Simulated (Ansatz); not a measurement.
`[CH3][Al]([F])[F]` + CH₃SH → `C[S][Al]([CH3])[F]` + H–F at 700 K and 1 bar (ligand exchange at the Al–F bond).

Calculated with Ansatz (gas phase, PBE0-D4/def2-TZVP geometries, no zero-point term in ΔE). CCSD(T)/CBS is the MP2 limit (def2-TZVPP, def2-QZVPP) plus CCSD(T) − MP2 in def2-TZVPP, frozen cores. This one scheme is used for every species. One conformer a species, not always the lowest.

```csv
species,CCSD(T)/CBS energy (Eh),H − E (kJ/mol),S (J/(mol·K))
`[CH3][Al]([F])[F]`,-481.63134,165.3,413.1
CH₃SH,-438.22835,160.2,309.0
`C[S][Al]([CH3])[F]`,-819.43373,288.7,510.7
H–F,-100.39570,45.2,198.5
```

H − E and S are ideal-gas, rigid-rotor, harmonic terms from PBE0-D4/def2-TZVP, for one conformer and one mirror image of each species. 1 Eh = 2625.50 kJ/mol, R = 8.31446 J/(mol·K).

Q: By hand: ΔE, ΔH, ΔS and ΔG.

A: ΔE = (-819.43373) + (-100.39570) − (-481.63134) − (-438.22835) = 0.03026 Eh = 79.4 kJ/mol. Δ(H − E) = 288.7 + 45.2 − 165.3 − 160.2 = 8.4, so ΔH = 87.8 kJ/mol. ΔS = 510.7 + 198.5 − 413.1 − 309.0 = -12.9 J/(mol·K). ΔG = 87.8 − 700 × (-12.9)/1000 = 96.8 kJ/mol.

Q: By hand: the equilibrium constant, and the temperature at which ΔG would vanish if ΔH and ΔS stayed fixed.

A: log₁₀ K = −ΔG/(RT ln 10) = -7.2. ΔH and −TΔS have one sign here, so there is no such temperature.

The number of gas molecules stays the same, so ΔS is small and ΔH decides. A doubt of 5 kJ/mol in ΔE shifts log₁₀ K by 0.4 here. Other conformers and mirror images would add mixing entropy, several J/(mol·K) or more a flexible species. Modes under 60 cm⁻¹, often nearly free rotors, make the harmonic entropy too high. These are equilibria of isolated gas molecules and say nothing of rates. Largest T1 diagnostic: 0.012 (customary marks: 0.02 for closed shells, 0.045 for open ones).

ΔS is within the doubt of such terms, so its sign, and with it that verdict, could turn.
